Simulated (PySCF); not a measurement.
**Electric field gradients and quadrupole coupling constants**

Compound: C5HFN2.
Geometry (GFN2-xTB, Å), atoms numbered from 1 in this order:
```xyz
9
C5HFN2 angstrom
N      3.881    0.201    0.690
C      2.753    0.071    0.521
C      1.412   -0.087    0.326
C      0.233   -0.257    0.134
C     -1.200   -0.413   -0.045
F     -1.843   -0.485    1.172
C     -1.706    0.720   -0.818
N     -2.091    1.606   -1.423
H     -1.424   -1.351   -0.582
```

Field gradients from the PBE0/pcSseg-1 density (PySCF, non-relativistic), principal values in atomic units, ordered |Vxx| ≤ |Vyy| ≤ |Vzz|:

```csv
atom,Vxx,Vyy,Vzz
N1,0.4758,0.5483,-1.0241
N8,0.4413,0.6047,-1.0460
```

Task: Find the asymmetry η = (Vxx − Vyy)/Vzz and the couplings χ = eQV/h (234.96 MHz × Q in barn × V in au), with Q(14N) = 0.02044 b.

Result: 
```
atom       environment  nucleus     η  χzz (MHz)  χxx (MHz)  χyy (MHz)
  N1  nitrile nitrogen      14N  0.07     -4.919      2.285      2.633
  N8  nitrile nitrogen      14N  0.16      -5.02       2.12       2.90
```

Task: What is Vzz at N8 in SI units (1 au = 9.71736 × 10²¹ V/m²)?

Result: -1.0460 au = -10.164 × 10²¹ V/m².

Task: And the gradient at the other heavy atoms, for which no coupling is worked out here?

Result: 
| atom | environment | Vzz (au) | η |
| --- | --- | --- | --- |
| C2 | nitrile carbon | -0.282 | 0.03 |
| C3 | alkyne carbon | -0.170 | 0.67 |
| C4 | alkyne carbon | -0.257 | 0.23 |
| C5 | sp3 C–F carbon | 0.409 | 0.68 |
| F6 | alkyl fluorine | 3.384 | 0.04 |
| C7 | nitrile carbon | -0.325 | 0.10 |

Geometry: GFN2-xTB; no solvent, vibrations or thermal averaging. GFN2-xTB bond lengths can be off by several hundredths of an ångström, more for odd bonds, and the gradients follow them. With so small a basis the couplings can be 20 % off.
